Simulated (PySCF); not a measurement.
# How methods differ on the electron affinity of Se

Se⁻ [Ar] 3d10 4s2 4p5 (2P) → Se [Ar] 3d10 4s2 4p4 (3P), as a difference of total energies. All numbers are calculated (PySCF 2.14, a scalar-relativistic core potential, in aug-cc-pwCVTZ-PP with ECP10MDF). Correlated levels: valence: 3s2 3p6 3d10 frozen. The calculations carry no spin-orbit coupling.

```
           method  electron affinity (eV)  difference from reference (eV)
              UHF                   0.925                          -1.096
    MP2 (valence)                   1.854                          -0.167
SCS-MP2 (valence)                   1.852                          -0.169
   CCSD (valence)                   1.828                          -0.193
CCSD(T) (valence)                   1.902                          -0.119
```

Reference: 2.021 eV (measured; photodetachment measurements, as compiled on the Wikipedia data page of electron affinities).

The reference lies between the lowest fine-structure levels, while these numbers refer to the centres of the terms.

Errors of the correlated levels include the incompleteness of this basis and the frozen core.
